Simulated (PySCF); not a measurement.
# Property card for `[Cl][Hf]([Cl])([Cl])[Cl]`

HfCl₄ (singlet state).
Cartesian coordinates in Å at the PBE0-D3(BJ)/def2-SVP level; atoms count from 1:
```xyz
5
HfCl4 angstrom
Hf    -0.012    0.003    0.019
Cl    -0.050   -0.041    2.349
Cl     2.189    0.005   -0.714
Cl    -1.067    1.910   -0.795
Cl    -1.059   -1.877   -0.860
```

PBE0-D3(BJ)/def2-SVP geometry optimisation, gas phase, def2 core potentials past Kr (PySCF):

- Rotational constants A, B, C: 1.017, 1.000, 0.990 GHz

PBE0/def2-SVPD ground state and vertical TDDFT (core frozen in the response) (PySCF):

* Dipole moment: 0.08 D
* HOMO energy: -9.83 eV
* LUMO energy: -2.43 eV
* HOMO–LUMO gap: 7.40 eV
* Lowest singlet excitation: 5.96 eV (208 nm, f = 0.000 summed over 2 states within 0.01 eV)
* Strongest line among the 10 lowest singlet transitions: S4/S5/S6 at 6.16 eV (201 nm, f = 0.089 summed over these states)
* Lowest triplet excitation (Tamm–Dancoff): 5.70 eV
* Static isotropic polarisability: 93.8 au

Monoisotopic mass from the formula: 319.8220 u.

The polarisability is 13.90 Å³ as a volume (1 au = 0.148185 Å³). S1 lies 1.44 eV below the HOMO–LUMO gap. The vertical singlet–triplet gap S1 − T1 is 0.26 eV (TDDFT singlet less Tamm–Dancoff triplet). No computed singlet falls in the visible range (750 to 380 nm, 1.65 to 3.26 eV); S1 lies 2.70 eV above its blue end. The 10 singlets span 5.96 to 6.66 eV, and their oscillator strengths add up to 0.11. The rotational constants are those of a nearly prolate symmetric top.

Atoms past krypton carry effective core potentials; spin–orbit coupling is left out.
